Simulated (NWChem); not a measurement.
## Lowest excitation of F4Te

```
Te
F 1 1.9216
F 1 1.9216 2 99.73
F 1 1.9700 2 86.11 3 -85.38
F 1 1.9700 2 86.11 4 170.75
```
Charge 0, spin multiplicity 1.

Everything below was run with NWChem. All single points use one geometry, from PBE/def2-SVP with def2 effective core potentials on Te, a minimum by its harmonic frequencies.

Basis set: def2-SVP.

| method | lowest vertical singlet excitation energy (eV) | relative cost | difference from EOM-CCSD |
|---|---|---|---|
| CIS | 7.21 | under 3 | +1.10 |
| EOM-CCSD | 6.11 | 20 | 0.00 |
| TD-B3LYP | 5.37 | 4 | -0.74 |
| TD-PBE | 4.85 | under 3 | -1.25 |
| TDA-LDA (SVWN5) | 4.93 | 1 | -1.18 |

The values span 2.36 eV, from TD-PBE (lowest) to CIS (highest). Relative cost: rough, from shared machines, SCF included, TDA-LDA (SVWN5) = 1.

Effective core potentials replace the inner electrons of Te; spin-orbit coupling is left out. The correlated methods keep 8 core orbitals frozen. B3LYP has NWChem's definition, with VWN1-RPA local correlation. The structure started from a generated list of species. Coupled-cluster values serve here as a point of comparison, not as the truth.
